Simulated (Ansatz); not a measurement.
Computed with PBE0-D3(BJ)/def2-TZVP (Ansatz, a program for electronic structure). No frequencies were computed at this level.

Ansatz 0.2 input:
```yaml
crystal:
  periodic: [false, false, false]
  atoms:
    - { symbol: N, position_ang: [1.906366, -0.896165, -0.153116] }
    - { symbol: Si, position_ang: [0.914348, 0.353204, 0.087406] }
    - { symbol: Si, position_ang: [-1.337111, -0.040536, -0.033553] }
    - { symbol: H, position_ang: [2.915385, -0.868436, -0.128703] }
    - { symbol: H, position_ang: [1.228436, 1.767659, 0.390426] }
    - { symbol: H, position_ang: [-1.859087, -0.498193, 1.259328] }
    - { symbol: H, position_ang: [-1.705133, -1.015569, -1.057809] }
    - { symbol: H, position_ang: [-2.063204, 1.198036, -0.363979] }
basis:
  gaussian: { orbitals: def2-tzvp }
hamiltonian:
  xc: pbe0
  dispersion: d3bj
relax:
  max_steps: 150
```

Output:

```
Functional definition: PBE0
911 factors; their error is unknown
mean field evaluation 1: about -17308.2289 eV, gradient 6.8e1 eV
mean field evaluation 2: about -17249.2213 eV, gradient 1.4e2 eV
mean field evaluation 4: about -17317.8301 eV, gradient 6.2e0 eV
mean field evaluation 8: about -17317.9447 eV, gradient 7.0e-2 eV
mean field evaluation 16: about -17318.0115 eV, gradient 1.2e-5 eV
mean field -17318.01152702 eV, -636.4251850482 hartree, gradient 1.2e-5 eV, S^2 0.000000; 0 other end points of the search recorded, 0 dependent functions left out
reference -17318.01155941 eV, -636.4251862384 hartree; 20, 20 occupied and 115, 115 virtual orbitals, 911 factors
relax step   1: F+E_penalty+E_count = -17318.16115409 eV  Δ(F+E_penalty+E_count) = +0.000e0 eV  max|allowed force component| = 8.252e-1 eV/Å  Δτ_max = 0.0000 Å  (27 SCF iters, accepted)
these checks for a lower state are left out or cut short: starts, cluster_reference, orbital_swaps, neighbouring_geometries, increment
911 factors; their error is unknown
mean field -17318.06136832 eV, -636.4270166821 hartree, gradient 1.3e-5 eV, S^2 0.000000; 0 other end points of the search recorded, 0 dependent functions left out
reference -17318.06140074 eV, -636.4270178737 hartree; 20, 20 occupied and 115, 115 virtual orbitals, 911 factors
relax step   2: F+E_penalty+E_count = -17318.21109096 eV  Δ(F+E_penalty+E_count) = -4.994e-2 eV  max|allowed force component| = 3.954e-1 eV/Å  Δτ_max = 0.0736 Å  (30 SCF iters, accepted)
these checks for a lower state are left out or cut short: starts, cluster_reference, orbital_swaps, neighbouring_geometries, increment
911 factors; their error is unknown
mean field -17318.06786020 eV, -636.4272552545 hartree, gradient 1.3e-5 eV, S^2 0.000000; 0 other end points of the search recorded, 0 dependent functions left out
reference -17318.06789265 eV, -636.4272564468 hartree; 20, 20 occupied and 115, 115 virtual orbitals, 911 factors
relax step   3: F+E_penalty+E_count = -17318.21708134 eV  Δ(F+E_penalty+E_count) = -5.990e-3 eV  max|allowed force component| = 1.478e-1 eV/Å  Δτ_max = 0.0467 Å  (30 SCF iters, accepted)
these checks for a lower state are left out or cut short: starts, cluster_reference, orbital_swaps, neighbouring_geometries, increment
911 factors; their error is unknown
mean field evaluation 32: about -17317.9301 eV, gradient 5.3e0 eV
mean field -17318.07222855 eV, -636.4274157884 hartree, gradient 9.5e-6 eV, S^2 0.000000; 0 other end points of the search recorded, 0 dependent functions left out
reference -17318.07226120 eV, -636.4274169881 hartree; 20, 20 occupied and 115, 115 virtual orbitals, 911 factors
relax step   4: F+E_penalty+E_count = -17318.22154066 eV  Δ(F+E_penalty+E_count) = -4.459e-3 eV  max|allowed force component| = 2.104e-1 eV/Å  Δτ_max = 0.0801 Å  (29 SCF iters, accepted)
these checks for a lower state are left out or cut short: starts, cluster_reference, orbital_swaps, neighbouring_geometries, increment
911 factors; their error is unknown
mean field -17318.07656486 eV, -636.4275751448 hartree, gradient 1.2e-5 eV, S^2 0.000000; 0 other end points of the search recorded, 0 dependent functions left out
reference -17318.07659756 eV, -636.4275763465 hartree; 20, 20 occupied and 115, 115 virtual orbitals, 911 factors
relax step   5: F+E_penalty+E_count = -17318.22596102 eV  Δ(F+E_penalty+E_count) = -4.420e-3 eV  max|allowed force component| = 6.030e-2 eV/Å  Δτ_max = 0.0850 Å  (30 SCF iters, accepted)
these checks for a lower state are left out or cut short: starts, cluster_reference, orbital_swaps, neighbouring_geometries, increment
911 factors; their error is unknown
mean field -17318.07832008 eV, -636.4276396478 hartree, gradient 1.4e-5 eV, S^2 0.000000; 0 other end points of the search recorded, 0 dependent functions left out
reference -17318.07835283 eV, -636.4276408513 hartree; 20, 20 occupied and 115, 115 virtual orbitals, 911 factors
relax step   6: F+E_penalty+E_count = -17318.22768280 eV  Δ(F+E_penalty+E_count) = -1.722e-3 eV  max|allowed force component| = 2.683e-2 eV/Å  Δτ_max = 0.0738 Å  (29 SCF iters, accepted)
these checks for a lower state are left out or cut short: starts, cluster_reference, orbital_swaps, neighbouring_geometries, increment
911 factors; their error is unknown
mean field -17318.07812890 eV, -636.4276326221 hartree, gradient 2.5e-5 eV, S^2 0.000000; 0 other end points of the search recorded, 0 dependent functions left out
reference -17318.07816148 eV, -636.4276338195 hartree; 20, 20 occupied and 115, 115 virtual orbitals, 911 factors
relax step   7: F+E_penalty+E_count = -17318.22729194 eV  Δ(F+E_penalty+E_count) = +3.909e-4 eV  max|allowed force component| = 2.393e-1 eV/Å  Δτ_max = 0.1962 Å  (29 SCF iters, rejected (line search))
these checks for a lower state are left out or cut short: starts, cluster_reference, orbital_swaps, neighbouring_geometries, increment
911 factors; their error is unknown
mean field evaluation 64: about -17318.0794 eV, gradient 2.0e-3 eV
mean field -17318.07937707 eV, -636.4276784916 hartree, gradient 1.3e-5 eV, S^2 0.000000; 0 other end points of the search recorded, 0 dependent functions left out
reference -17318.07940981 eV, -636.4276796945 hartree; 20, 20 occupied and 115, 115 virtual orbitals, 911 factors
relax step   8: F+E_penalty+E_count = -17318.22864448 eV  Δ(F+E_penalty+E_count) = -9.617e-4 eV  max|allowed force component| = 4.570e-2 eV/Å  Δτ_max = 0.0673 Å  (30 SCF iters, accepted)
these checks for a lower state are left out or cut short: starts, cluster_reference, orbital_swaps, neighbouring_geometries, increment
911 factors; their error is unknown
mean field -17318.07950220 eV, -636.4276830899 hartree, gradient 2.4e-5 eV, S^2 0.000000; 0 other end points of the search recorded, 0 dependent functions left out
reference -17318.07953480 eV, -636.4276842878 hartree; 20, 20 occupied and 115, 115 virtual orbitals, 911 factors
relax step   9: F+E_penalty+E_count = -17318.22867634 eV  Δ(F+E_penalty+E_count) = -3.186e-5 eV  max|allowed force component| = 1.011e-1 eV/Å  Δτ_max = 0.0975 Å  (28 SCF iters, accepted)
these checks for a lower state are left out or cut short: starts, cluster_reference, orbital_swaps, neighbouring_geometries, increment
911 factors; their error is unknown
mean field -17318.08091277 eV, -636.4277349275 hartree, gradient 1.1e-5 eV, S^2 0.000000; 0 other end points of the search recorded, 0 dependent functions left out
reference -17318.08094539 eV, -636.4277361261 hartree; 20, 20 occupied and 115, 115 virtual orbitals, 911 factors
relax step  10: F+E_penalty+E_count = -17318.23017724 eV  Δ(F+E_penalty+E_count) = -1.501e-3 eV  max|allowed force component| = 7.691e-2 eV/Å  Δτ_max = 0.0409 Å  (29 SCF iters, accepted)
these checks for a lower state are left out or cut short: starts, cluster_reference, orbital_swaps, neighbouring_geometries, increment
911 factors; their error is unknown
mean field -17318.08196923 eV, -636.4277737518 hartree, gradient 2.3e-5 eV, S^2 0.000000; 0 other end points of the search recorded, 0 dependent functions left out
reference -17318.08200180 eV, -636.4277749485 hartree; 20, 20 occupied and 115, 115 virtual orbitals, 911 factors
relax step  11: F+E_penalty+E_count = -17318.23130094 eV  Δ(F+E_penalty+E_count) = -1.124e-3 eV  max|allowed force component| = 8.919e-3 eV/Å  Δτ_max = 0.0282 Å  (29 SCF iters, accepted)
these checks for a lower state are left out or cut short: starts, cluster_reference, orbital_swaps, neighbouring_geometries, increment
911 factors; their error is unknown
mean field -17318.08222815 eV, -636.4277832666 hartree, gradient 2.3e-5 eV, S^2 0.000000; 0 other end points of the search recorded, 0 dependent functions left out
reference -17318.08226068 eV, -636.4277844621 hartree; 20, 20 occupied and 115, 115 virtual orbitals, 911 factors
relax step  12: F+E_penalty+E_count = -17318.23154981 eV  Δ(F+E_penalty+E_count) = -2.489e-4 eV  max|allowed force component| = 2.046e-2 eV/Å  Δτ_max = 0.0393 Å  (29 SCF iters, accepted)
these checks for a lower state are left out or cut short: starts, cluster_reference, orbital_swaps, neighbouring_geometries, increment
911 factors; their error is unknown
mean field evaluation 96: about -17318.0168 eV, gradient 1.4e-2 eV
mean field -17318.08235698 eV, -636.4277880013 hartree, gradient 1.2e-5 eV, S^2 0.000000; 0 other end points of the search recorded, 0 dependent functions left out
reference -17318.08238951 eV, -636.4277891966 hartree; 20, 20 occupied and 115, 115 virtual orbitals, 911 factors
relax step  13: F+E_penalty+E_count = -17318.23169948 eV  Δ(F+E_penalty+E_count) = -1.497e-4 eV  max|allowed force component| = 3.817e-2 eV/Å  Δτ_max = 0.0508 Å  (30 SCF iters, accepted)
these checks for a lower state are left out or cut short: starts, cluster_reference, orbital_swaps, neighbouring_geometries, increment
911 factors; their error is unknown
mean field -17318.08239940 eV, -636.4277895601 hartree, gradient 2.4e-5 eV, S^2 0.000000; 0 other end points of the search recorded, 0 dependent functions left out
reference -17318.08243193 eV, -636.4277907556 hartree; 20, 20 occupied and 115, 115 virtual orbitals, 911 factors
relax step  14: F+E_penalty+E_count = -17318.23174918 eV  Δ(F+E_penalty+E_count) = -4.970e-5 eV  max|allowed force component| = 2.577e-2 eV/Å  Δτ_max = 0.0086 Å  (30 SCF iters, accepted)
these checks for a lower state are left out or cut short: starts, cluster_reference, orbital_swaps, neighbouring_geometries, increment
911 factors; their error is unknown
mean field -17318.08243182 eV, -636.4277907514 hartree, gradient 2.4e-5 eV, S^2 0.000000; 0 other end points of the search recorded, 0 dependent functions left out
reference -17318.08246435 eV, -636.4277919471 hartree; 20, 20 occupied and 115, 115 virtual orbitals, 911 factors
relax step  15: F+E_penalty+E_count = -17318.23177695 eV  Δ(F+E_penalty+E_count) = -2.777e-5 eV  max|allowed force component| = 7.784e-3 eV/Å  Δτ_max = 0.0111 Å  (30 SCF iters, accepted)
911 factors; their error is unknown
mean field evaluation 128: about -17318.0824 eV, gradient 5.1e-2 eV
mean field -17318.08243182 eV, -636.4277907514 hartree, gradient 4.1e-5 eV, S^2 0.000000; 1 other end points of the search recorded, 0 dependent functions left out
reference -17318.08246435 eV, -636.4277919471 hartree; 20, 20 occupied and 115, 115 virtual orbitals, 911 factors
Total energy: -17318.23180949 eV, -636.4332802795 hartree
Atom 0 at     1.882112    -0.794080    -0.456229 Å, force    -0.005099     0.004055    -0.001810 eV/Å
Atom 1 at     0.908095     0.301731     0.186385 Å, force     0.002811    -0.007784    -0.002358 eV/Å
Atom 2 at    -1.385423    -0.044053    -0.037171 Å, force     0.000014     0.001837    -0.000136 eV/Å
Atom 3 at     2.888670    -0.696831    -0.391878 Å, force     0.003407    -0.000248     0.002596 eV/Å
Atom 4 at     1.314387     1.540158     0.925815 Å, force     0.001172     0.003569     0.000980 eV/Å
Atom 5 at    -1.999958    -0.124542     1.314830 Å, force    -0.001409    -0.000037     0.002848 eV/Å
Atom 6 at    -1.622882    -1.297269    -0.790627 Å, force    -0.000203    -0.002308    -0.001412 eV/Å
Atom 7 at    -1.985001     1.114886    -0.751126 Å, force    -0.000695     0.000917    -0.000708 eV/Å
Dipole moment:    -0.152108     0.369941     0.217952 e Å
```

Cost: roughly 40 core-seconds.
